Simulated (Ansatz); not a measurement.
CH$_{6}$ClNSSi, SMILES `N[SiH](S)CCl`, relaxed with RKS PBE-D4/def2-SVP in Ansatz from a rough embedded geometry. The force threshold is 0.03 eV/Å; the program also tests the step.

The species carries charge 0 and has multiplicity 1.

Start:

```xyz
11

N    -0.286   -0.058   -1.651
Si   -0.420    0.520   -0.130
S     1.344    1.662    0.102
C    -0.517   -0.752    1.223
Cl    0.831   -1.895    1.124
H     0.570   -0.660   -1.787
H    -0.088    0.719   -2.320
H    -1.537    1.447   -0.113
H     2.185    0.697    0.354
H    -1.470   -1.356    1.033
H    -0.612   -0.323    2.164
```

(1) By how much does the energy fall, and how many steps does the optimiser take? (Estimate.)

(2) Which bonds change most? (Estimate.)

(3) Give the relaxed structure. (Estimate.)

Results:

(1) Ansatz gave: 0.85 eV, in 7 steps.

(2) Computed: N1–Si2 from 1.632 to 1.740 Å; C4–H11 from 1.039 to 1.107 Å; S3–H9 from 1.304 to 1.366 Å; Si2–S3 from 2.115 to 2.172 Å.

(3) Computed: 
```xyz
11

N    -0.322   -0.119   -1.697
Si   -0.326    0.673   -0.149
S     1.395    1.858    0.442
C    -0.503   -0.740    1.116
Cl    0.937   -1.839    0.963
H     0.297   -0.935   -1.764
H    -0.216    0.461   -2.535
H    -1.477    1.634   -0.093
H     2.148    0.735    0.635
H    -1.404   -1.355    0.922
H    -0.529   -0.373    2.160
```
